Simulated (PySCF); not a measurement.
## Electronic absorption of C6H13As

Species: C₆H₁₃As.
Cartesian coordinates in Å at the PBE0-D3(BJ)/def2-SVP level; atoms count from 1:
```xyz
20
C6H13As angstrom
C      2.643   -1.025   -1.567
C      1.779   -0.041   -1.315
C      1.690    0.726   -0.032
C      0.406    0.471    0.759
As    -1.268    0.924   -0.202
C     -1.691   -0.864   -0.905
C     -2.439    0.825    1.373
H      3.378   -1.341   -0.818
H      2.653   -1.550   -2.526
H      1.063    0.245   -2.097
H      2.562    0.485    0.599
H      1.755    1.805   -0.261
H      0.406    1.093    1.668
H      0.350   -0.582    1.084
H     -0.967   -1.139   -1.685
H     -2.696   -0.849   -1.352
H     -1.660   -1.622   -0.109
H     -2.243   -0.084    1.963
H     -2.277    1.709    2.008
H     -3.490    0.823    1.049
```

Computed, not measured: PySCF 2.14.0, density-fitted response routines, TDDFT PBE0/def2-SVPD, vertical, gas phase, core orbitals frozen in the response. The PBE0/def2-SVPD calculation is non-relativistic and has no spin–orbit coupling, an omission that weighs most on arsenic.

```json
{"state": "S1", "E (eV)": "5.73", "ν̃ (cm⁻¹)": "46180", "f": "0.0026", "|μ| (D)": "0.34", "main configurations (H = HOMO, L = LUMO)": "H→L (99%)"}
{"state": "S2", "E (eV)": "6.20", "ν̃ (cm⁻¹)": "50020", "f": "0.114", "|μ| (D)": "2.20", "main configurations (H = HOMO, L = LUMO)": "H→L+1 (84%), H→L+2 (13%)"}
{"state": "S3", "E (eV)": "6.25", "ν̃ (cm⁻¹)": "50420", "f": "0.099", "|μ| (D)": "2.04", "main configurations (H = HOMO, L = LUMO)": "H→L+2 (84%), H→L+1 (13%)"}
{"state": "S4", "E (eV)": "6.51", "ν̃ (cm⁻¹)": "52480", "f": "0.055", "|μ| (D)": "1.49", "main configurations (H = HOMO, L = LUMO)": "H→L+3 (93%)"}
{"state": "S5", "E (eV)": "6.89", "ν̃ (cm⁻¹)": "55610", "f": "0.190", "|μ| (D)": "2.69", "main configurations (H = HOMO, L = LUMO)": "H→L+5 (92%)"}
{"state": "S6", "E (eV)": "7.11", "ν̃ (cm⁻¹)": "57370", "f": "0.060", "|μ| (D)": "1.49", "main configurations (H = HOMO, L = LUMO)": "H→L+4 (80%)"}
{"state": "S7", "E (eV)": "7.14", "ν̃ (cm⁻¹)": "57630", "f": "0.127", "|μ| (D)": "2.16", "main configurations (H = HOMO, L = LUMO)": "H-1→L+3 (44%), H-1→L (40%), H→L+4 (8%)"}
{"state": "S8", "E (eV)": "7.26", "ν̃ (cm⁻¹)": "58550", "f": "0.115", "|μ| (D)": "2.04", "main configurations (H = HOMO, L = LUMO)": "H-1→L+2 (55%), H-1→L (19%), H-1→L+3 (10%)"}
{"state": "S9", "E (eV)": "7.32", "ν̃ (cm⁻¹)": "59060", "f": "0.023", "|μ| (D)": "0.91", "main configurations (H = HOMO, L = LUMO)": "H→L+6 (83%)"}
{"state": "S10", "E (eV)": "7.39", "ν̃ (cm⁻¹)": "59570", "f": "0.054", "|μ| (D)": "1.39", "main configurations (H = HOMO, L = LUMO)": "H-1→L+1 (50%), H-1→L+3 (14%), H-1→L+2 (11%)"}
```

Triplets, Tamm–Dancoff:

```csv
state,E (eV),λ (nm),"main configurations (H = HOMO, L = LUMO)"
T1,4.33,286.7,H-1→L (89%)
T2,5.24,236.8,"H→L+1 (49%), H→L+2 (16%), H→L+3 (13%)"
T3,5.27,235.3,"H→L+2 (67%), H→L+6 (9%), H→L+1 (9%)"
T4,5.70,217.6,H→L (92%)
```

The lowest singlet lies at 5.73 eV (217 nm, ultraviolet) and is very weak; its leading configuration is HOMO→LUMO (99%). The most intense listed level is S5 at 6.89 eV (180 nm, f = 0.190), 1.17 eV above S1. Löwdin shares by element: HOMO arsenic 59%, carbon 31% or more; LUMO carbon 69% or more, hydrogen 6% or more (atoms not listed hold the other 26%). Orbital energies (eV): HOMO-3 -8.75, HOMO-2 -8.41, HOMO-1 -7.46, HOMO -6.49, LUMO 0.18, LUMO+1 0.74, LUMO+2 0.79. The oscillator strengths of these states sum to 0.838; summed over the whole spectrum of an exact calculation they would give the number of electrons, 82 (Thomas–Reiche–Kuhn). Weighted by f, the mean energy of these states is 6.84 eV. No computed singlet lies in the visible range (380 to 750 nm); the lowest, at 217 nm, stands 2.46 eV above its violet end (3.26 eV). All these states lie below the vertical ionisation energy of 8.36 eV (ΔSCF). Singlets were solved by full linear response, triplets in the Tamm–Dancoff approximation.

One conformer stands for the species.
